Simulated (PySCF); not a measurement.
Simulation results for AlFH3NSi, BH7Si2, CH7Si2, Al2BH5 and others

Calculation on a computer-drawn molecule: the log of a Hartree-Fock and frozen-core CCSD(T) single point meant for a local Hartree-Fock minimum, with one planted fault or none, to be diagnosed. Offsets are logged minus clean, where the clean run is the same molecule without the fault. The reference is restricted for singlets and unrestricted otherwise, and also for a bond in bohr or an excited solution. Adding or removing an electron swaps singlet and doublet. The excited solution moves the top pair (singlet) or top alpha electron (doublet) to the lowest empty orbital. Highest occupied and lowest empty are orbital energies over both spins, largest force is the largest gradient component, triples share is (T) over the correlation energy, the T1 limit is 0.02 restricted and 0.045 unrestricted, electrons count all cores, a negative frequency is imaginary (commonest isotopes), and the dipole is about the centre of nuclear charge. Program: PySCF 2.14.0.

Common to all runs: meant multiplicity 1; meant basis cc-pV(D+d)Z; logged SCF converged yes; logged CC converged yes; logged SCF stable within its kind yes; possible faults no fault, one electron removed, one electron added, multiplicity raised by two, geometry at a saddle point, SCF held on an excited solution, minimal basis STO-3G, one bond length entered in bohr, all coordinates scaled.

```json
{"entry": 1, "formula": "AlFH3NSi", "logged_structure": {"atoms_angstrom": [["F", -0.7777, 2.7007, 0.809], ["Si", 0.1011, 1.8204, -0.233], ["N", 1.1552, 0.927, 0.7693], ["Al", 1.2847, 0.9432, 2.5973], ["H", 0.7769, 2.7685, -1.1389], ["H", -0.8443, 0.9977, -1.0113], ["H", 1.7845, 0.3106, 0.273]]}, "given": {"meant_charge": 0, "logged_electrons": 46, "logged_basis_functions": 31, "logged_spin_squared": 0.0, "logged_highest_occupied [eV]": -4.5277, "logged_lowest_empty [eV]": 9.9631, "logged_largest_force [hartree/bohr]": 0.028434, "logged_T1_diagnostic": 0.013431, "logged_D1_diagnostic": 0.049712, "logged_triples_share": 0.02565, "logged_dipole_magnitude [debye]": 1.9573, "logged_energy_HF [hartree]": -678.16621, "logged_energy_CCSD(T) [hartree]": -678.32558, "drawn_bonds_atom": [1, 2, 3, 2, 2, 3], "drawn_bonds_other_atom": [2, 3, 4, 5, 6, 7], "drawn_bonds_order": [1, 1, 1, 1, 1, 1]}, "results": {"planted_fault": "minimal basis STO-3G", "HF_energy_offset_from_clean_run [kcal/mol]": 5298, "CCSD(T)_energy_offset_from_clean_run [kcal/mol]": 5541}}
{"entry": 2, "formula": "BH7Si2", "logged_structure": {"atoms_angstrom": [["B", 0.4174, -1.7911, 0.8118], ["Si", 0.6096, -0.5099, -0.7571], ["Si", 2.4843, 0.8991, -0.3707], ["H", 0.9775, -2.8521, 0.8202], ["H", -0.2174, -1.488, 1.7838], ["H", 0.8335, -1.2259, -2.0402], ["H", -0.5874, 0.3569, -0.9166], ["H", 2.3084, 1.6612, 0.8901], ["H", 2.6426, 1.8603, -1.4885], ["H", 3.724, 0.0917, -0.259]]}, "given": {"meant_charge": 0, "logged_electrons": 40, "logged_basis_functions": 95, "logged_spin_squared": 2.0222, "logged_highest_occupied [eV]": -7.5005, "logged_lowest_empty [eV]": -1.6536, "logged_largest_force [hartree/bohr]": 0.046293, "logged_T1_diagnostic": 0.019435, "logged_D1_diagnostic": 0.089001, "logged_triples_share": 0.026139, "logged_dipole_magnitude [debye]": 2.4097, "logged_energy_HF [hartree]": -606.47134, "logged_energy_CCSD(T) [hartree]": -606.82762, "drawn_bonds_atom": [1, 2, 1, 1, 2, 2, 3, 3, 3], "drawn_bonds_other_atom": [2, 3, 4, 5, 6, 7, 8, 9, 10], "drawn_bonds_order": [1, 1, 1, 1, 1, 1, 1, 1, 1]}, "results": {"planted_fault": "multiplicity raised by two", "HF_energy_offset_from_clean_run [kcal/mol]": 74.63, "CCSD(T)_energy_offset_from_clean_run [kcal/mol]": 79.84}}
{"entry": 3, "formula": "CH7Si2", "logged_structure": {"atoms_angstrom": [["Si", 0.1936, 1.2605, -0.08], ["C", -0.0196, -0.4946, 0.2226], ["Si", -1.7385, -1.2609, -0.3472], ["H", -0.229, 2.2654, 0.8956], ["H", 0.739, 1.7617, -1.3416], ["H", 0.7435, -1.0642, -0.3184], ["H", 0.0461, -0.7013, 1.2961], ["H", -1.6523, -2.6804, 0.014], ["H", -2.7966, -0.5426, 0.3835], ["H", -1.8515, -1.0399, -1.7989]]}, "given": {"meant_charge": 1, "logged_electrons": 40, "logged_basis_functions": 95, "logged_spin_squared": 0.0, "logged_highest_occupied [eV]": -17.401, "logged_lowest_empty [eV]": -5.2386, "logged_largest_force [hartree/bohr]": 3.526e-05, "logged_lowest_frequency [cm^-1]": 100.62, "logged_T1_diagnostic": 0.013128, "logged_D1_diagnostic": 0.041721, "logged_triples_share": 0.026746, "logged_dipole_magnitude [debye]": 4.3515, "logged_energy_HF [hartree]": -619.53467, "logged_energy_CCSD(T) [hartree]": -619.92894, "drawn_bonds_atom": [1, 2, 1, 1, 2, 2, 3, 3, 3], "drawn_bonds_other_atom": [2, 3, 4, 5, 6, 7, 8, 9, 10], "drawn_bonds_order": [1, 1, 1, 1, 1, 1, 1, 1, 1]}, "results": {"planted_fault": "no fault", "HF_energy_offset_from_clean_run [kcal/mol]": 0.0, "CCSD(T)_energy_offset_from_clean_run [kcal/mol]": 0.0}}
{"entry": 4, "formula": "Al2BH5", "logged_structure": {"atoms_angstrom": [["Al", 0.35, 0.7032, -1.6328], ["B", 0.1811, -1.3469, -1.0476], ["Al", 0.2603, -2.2365, 0.8956], ["H", 1.7648, 1.3429, -1.9656], ["H", -0.9327, 1.6349, -1.7219], ["H", 0.0142, -2.1259, -1.9608], ["H", 1.6411, -2.7107, 1.5202], ["H", -1.0562, -2.4169, 1.765]]}, "given": {"meant_charge": 0, "logged_electrons": 35, "logged_basis_functions": 85, "logged_spin_squared": 0.7741, "logged_highest_occupied [eV]": -16.191, "logged_lowest_empty [eV]": -6.9874, "logged_largest_force [hartree/bohr]": 0.05083, "logged_T1_diagnostic": 0.021262, "logged_D1_diagnostic": 0.060189, "logged_triples_share": 0.022829, "logged_dipole_magnitude [debye]": 1.7022, "logged_energy_HF [hartree]": -511.06064, "logged_energy_CCSD(T) [hartree]": -511.30702, "drawn_bonds_atom": [1, 2, 1, 1, 2, 3, 3], "drawn_bonds_other_atom": [2, 3, 4, 5, 6, 7, 8], "drawn_bonds_order": [1, 1, 1, 1, 1, 1, 1]}, "results": {"planted_fault": "one electron removed", "HF_energy_offset_from_clean_run [kcal/mol]": 186.9, "CCSD(T)_energy_offset_from_clean_run [kcal/mol]": 202.1}}
{"entry": 5, "formula": "CH3FSi2", "logged_structure": {"atoms_angstrom": [["F", -1.4085, -0.0442, -2.0849], ["Si", -0.4836, 1.0498, -1.3862], ["C", 1.1968, 0.9344, -1.2014], ["Si", 2.2533, -0.4701, -1.771], ["H", -1.3841, 2.125, -0.9627], ["H", 1.6634, 1.7794, -0.6977], ["H", 1.1329, -1.3091, -2.3669]]}, "given": {"meant_charge": 0, "logged_electrons": 46, "logged_basis_functions": 31, "logged_spin_squared": 0.0, "logged_highest_occupied [eV]": -5.154, "logged_lowest_empty [eV]": 5.7258, "logged_largest_force [hartree/bohr]": 0.026592, "logged_T1_diagnostic": 0.015869, "logged_D1_diagnostic": 0.063515, "logged_triples_share": 0.031978, "logged_dipole_magnitude [debye]": 2.1035, "logged_energy_HF [hartree]": -708.25718, "logged_energy_CCSD(T) [hartree]": -708.46109, "drawn_bonds_atom": [1, 2, 3, 2, 3, 4], "drawn_bonds_other_atom": [2, 3, 4, 5, 6, 7], "drawn_bonds_order": [1, 2, 1, 1, 1, 1]}, "results": {"planted_fault": "minimal basis STO-3G", "HF_energy_offset_from_clean_run [kcal/mol]": 5415, "CCSD(T)_energy_offset_from_clean_run [kcal/mol]": 5633}}
```
